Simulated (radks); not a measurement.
Results of a calculation; reference values are marked as such.
Q: Mean orbital radii <r> (bohr) of the palladium ion Pd2+, [Kr] 4d8, of relativity; Dirac values are averaged over j with weights 2j + 1. Spin-unpolarised spherical Kohn-Sham, PBE, point nucleus unless stated (finite: rms radius 4.5318 fm), a radial shooting solver on a logarithmic mesh with Libxc functionals. A level marked "c x" has the speed of light scaled by that factor and shares open shells by 2j + 1; other Dirac levels either fill j = l - 1/2 first or share by 2j + 1.

| shell | non-rel. |
|---|---|
| 1s | 0.03310 |
| 2s | 0.1438 |
| 2p | 0.1229 |
| 3s | 0.3918 |
| 3p | 0.3842 |
| 3d | 0.3573 |
| 4s | 0.9719 |
| 4p | 1.046 |
| 4d | 1.361 |

Give the values at the level "Dirac, c x 10".

A: 
shell  Dirac, c x 10  change of magnitude (%)
1s           0.03309                    -0.04
2s            0.1437                    -0.04
2p            0.1229                    -0.02
3s            0.3917                    -0.03
3p            0.3841                    -0.01
3d            0.3573                    0.00
4s            0.9716                    -0.03
4p             1.046                    -0.01
4d             1.361                    +0.01
